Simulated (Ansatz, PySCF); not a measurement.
Spectroscopic constants of InCu, closed-shell singlet (lowest of 2S+1 = 1, 3 at CCSD(T)/def2-TZVPP on PBE0 minima; our sources give no spin for the ground state, which may be another). No spin–orbit coupling. Cu is treated without relativity.

The constants come from a fifth-degree fit in 1/R (seven points, main isotopes). In def2 and cc sets the state is the lowest found near the PBE0 minimum, followed along R. The singlet is held restricted.

Correlated levels freeze the inner cores; with def2 sets outer-core shells near the valence are correlated too. CBS: X⁻³ extrapolation of the correlation energy, Hartree–Fock from the larger set. Rows in LANL2DZ carry no dispersion term and start afresh at each structure. LANL2DZ brings its own core potentials from Na on.

Codes used: Ansatz (an electronic-structure program); PySCF for LANL2DZ rows. Each number belongs to the level named beside it. In def2 rows elements past Kr take small-core potentials, without spin–orbit coupling.

```csv
level,r_e (Å),ω_e (cm⁻¹),ω_e x_e (cm⁻¹),dipole (D)
SVWN5/def2-TZVPP,2.485,203,0.61,1.40
B97M-V/def2-TZVPP,2.595,173,0.52,1.72
B3LYP/LANL2DZ,2.581,169,0.51,0.94
BHLYP/def2-TZVPP,2.641,164,0.44,0.67
CAM-B3LYP/def2-TZVPP,2.579,180,0.50,0.89
CCSD/def2-QZVPP,2.586,173,0.40,-
CCSD(T)/def2-TZVPP,2.565,?,0.62,-
"CCSD(T)/CBS(def2-TZVPP, def2-QZVPP)",?,?,0.37,-
```

Problem. What belongs in the gaps?

Solution. 
- CCSD(T)/CBS(def2-TZVPP, def2-QZVPP), r_e (Å): 2.550
- CCSD(T)/CBS(def2-TZVPP, def2-QZVPP), ω_e (cm⁻¹): 182
- CCSD(T)/def2-TZVPP, ω_e (cm⁻¹): 181

Doubts at one or more of the structures used: a restricted determinant that unrestricted orbitals would lower (CCSD/def2-QZVPP, CCSD(T)/def2-TZVPP, CCSD(T)/CBS(def2-TZVPP, def2-QZVPP)).
